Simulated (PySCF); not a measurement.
Compound: C8H8O2.
Atom-mapped SMILES: `[CH3:1][C:2](=[O:3])[C:4]1=[CH:5]/[C:6](=[CH:7]/[OH:8])[CH:9]=[CH:10]1` (hydrogens: H11, H12, H13 on C1; H14 on C5; H15 on C7; H16 on O8; H17 on C9; H18 on C10)

Computed with PBE0-D3(BJ)/def2-SVP geometry optimisation, gas phase (PySCF 2.14.0).

Some entries are withheld. Bonds in one row agree within 0.01 Å.

```json
{"coordinate": "C1–C2", "value": "1.510 Å"}
{"coordinate": "C2=O3", "value": "1.215 Å"}
{"coordinate": "C2–C4", "value": "?"}
{"coordinate": "C4=C5", "value": "?"}
{"coordinate": "C5–C6", "value": "1.449 Å"}
{"coordinate": "C6=C7", "value": "?"}
{"coordinate": "C7–O8", "value": "1.322 Å"}
{"coordinate": "C6–C9", "value": "1.459 Å"}
{"coordinate": "C9=C10", "value": "1.360 Å"}
{"coordinate": "C4–C10", "value": "1.458 Å"}
{"coordinate": "C1–H11, C1–H12, C1–H13", "value": "1.100 Å"}
{"coordinate": "C5–H14", "value": "1.090 Å"}
{"coordinate": "C7–H15", "value": "1.095 Å"}
{"coordinate": "O8–H16", "value": "0.967 Å"}
{"coordinate": "C9–H17", "value": "1.092 Å"}
{"coordinate": "C10–H18", "value": "1.089 Å"}
{"coordinate": "C1–C2–O3", "value": "121.4°"}
{"coordinate": "C1–C2–C4", "value": "117.8°"}
{"coordinate": "O3–C2–C4", "value": "120.8°"}
{"coordinate": "C2–C4–C5", "value": "128.3°"}
{"coordinate": "C2–C4–C10", "value": "?"}
{"coordinate": "C5–C4–C10", "value": "?"}
{"coordinate": "C4–C5–C6", "value": "107.6°"}
{"coordinate": "C5–C6–C7", "value": "124.2°"}
{"coordinate": "C5–C6–C9", "value": "107.2°"}
{"coordinate": "C7–C6–C9", "value": "?"}
{"coordinate": "C6–C7–O8", "value": "126.5°"}
{"coordinate": "C6–C9–C10", "value": "107.6°"}
{"coordinate": "C4–C10–C9", "value": "109.1°"}
```

Task: Fill in the missing values.

Result: 
- C2–C4 = 1.475 Å, drawn single (ketone carbonyl carbon to fully substituted alkene carbon); 0.01 Å above the sum of covalent radii, 1.46 Å.
- C4=C5 = 1.372 Å, drawn double (fully substituted alkene carbon to alkene CH carbon); 0.09 Å below the sum of covalent radii, 1.46 Å.
- C6=C7 = 1.360 Å, drawn double (fully substituted alkene carbon to vinylic carbon bearing oxygen); 0.10 Å below the sum of covalent radii, 1.46 Å.
- C2–C4–C10 = 123.1°, at the fully substituted alkene carbon; the outer atoms are 2.579 Å apart.
- C5–C4–C10 = 108.6°, at the fully substituted alkene carbon, inside a 5-membered ring; the outer atoms are 2.298 Å apart.
- C7–C6–C9 = 128.6°, at the fully substituted alkene carbon; the outer atoms are 2.541 Å apart.

Radii are Cordero's, carbon taken as 0.76, 0.73 or 0.69 Å for four, three, and two or fewer neighbours.

Whether it is a minimum is left open (no frequencies). One conformer, not necessarily the lowest (C1–C2–C4–C5 0°, C6–C7–O8–H 0°).
